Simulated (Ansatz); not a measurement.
Ideal-gas functions of `[NH2][In]([F])[SH]` at 600 K and 1 bar, from an Ansatz frequency run at PBE0-D4/def2-TZVP.

Molar mass 182.91 g/mol, point group C1 (symmetry number 1), electronic degeneracy 1, moments of inertia 99.102, 220.248, 318.653 u Å². Harmonic wavenumbers (cm⁻¹, unscaled): 90, 126, 129, 203, 261, 360, 449, 586, 627, 692, 805, 1551, 2708, 3559, 3664.

Use S(trans) = R[1.5 ln M + 2.5 ln T − 1.1517]; rotational temperatures θ = 24.2544 K / I; S(rot) = R[ln(√π/σ · √(T³/θAθBθC)) + 1.5]; for each mode x = 1.438777 ν̃/T, S = R[x/(eˣ − 1) − ln(1 − e⁻ˣ)] and H = RT x/(eˣ − 1); 1 cm⁻¹ = 0.0119627 kJ/mol; R = 8.31446 J/(mol·K).

Question: By hand: the entropy, in J/(mol·K).

Answer: Translation 188.4. Rotation: θ = 0.2447, 0.1101, 0.0761 K, giving 122.7. Vibration, mode by mode: 21.08, 18.30, 18.10, 14.38, 12.35, 9.79, 8.09, 6.14, 5.67, 5.00, 4.03, 0.97, 0.09, 0.02, 0.01, in all 124.0. Electronic 0.0. Sum 435.1 J/(mol·K).

Question: By hand: H − E and G − E in kJ/mol, counted from the electronic energy.

Answer: Zero-point energy ½ × 15810 × 0.0119627 = 94.6; thermal vibration 34.9; translation, rotation and pV give 4 RT = 20.0. H − E = 149.5 kJ/mol, and G − E = 149.5 − 600 × 435.1/1000 = -111.6 kJ/mol.

Vibration gives 28 % of the entropy, 57.5 J/(mol·K) of it from the modes under 150 cm⁻¹: soft modes count most, and the harmonic formula is weakest for them. The sum counts one conformer and one mirror image; others add a mixing term.
